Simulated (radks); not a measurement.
Isoelectronic series with 15 electrons, each ion in its NIST ground configuration. Method: scalar-relativistic Kohn-Sham, r2SCAN, spin-unpolarised, spherical densities, finite nucleus; meta-GGA in the generalised Kohn-Sham scheme; Fermi nuclear charge, rms radius of each element as measured or else 0.836 A^(1/3) + 0.57 fm; computed with a radial shooting solver on a logarithmic mesh with Libxc functionals. Total energies (hartree) and orbital eigenvalues (Ry):

ion    configuration  E (hartree)         3p         3s         2p         2s
Ga16+   [Ne] 3s2 3p3  -1812.34483  -42.17458  -46.04201  -123.8414  -135.8553
Ge17+   [Ne] 3s2 3p3  -1944.66114  -46.73152  -50.83662  -135.3626  -148.0459
As18+   [Ne] 3s2 3p3  -2081.83416  -51.51700  -55.86692  -147.3994  -160.7800
Se19+   [Ne] 3s2 3p3  -2223.88449  -56.53138  -61.13387  -159.9527  -174.0607
Br20+   [Ne] 3s2 3p3  -2370.83442  -61.77506  -66.63848  -173.0238  -187.8911
Kr21+   [Ne] 3s2 3p3  -2522.70661  -67.24850  -72.38182  -186.6138  -202.2749
Rb22+   [Ne] 3s2 3p3  -2679.52498  -72.95215  -78.36504  -200.7239  -217.2155
Sr23+   [Ne] 3s2 3p3  -2841.31405  -78.88652  -84.58933  -215.3553  -232.7168
Zr25+   [Ne] 3s2 3p3  -3179.90780  -91.44958  -97.76624  -246.1879  -265.4174
Nb26+   [Ne] 3s2 3p3  -3356.76600  -98.07941  -104.7215  -262.3919  -282.6250
Mo27+   [Ne] 3s2 3p3  -3538.70235  -104.9422  -111.9233  -279.1231  -300.4101
Tc28+   [Ne] 3s2 3p3  -3725.74928  -112.0387  -119.3731  -296.3829  -318.7776
Ru29+   [Ne] 3s2 3p3  -3917.93354  -119.3695  -127.0724  -314.1731  -337.7320
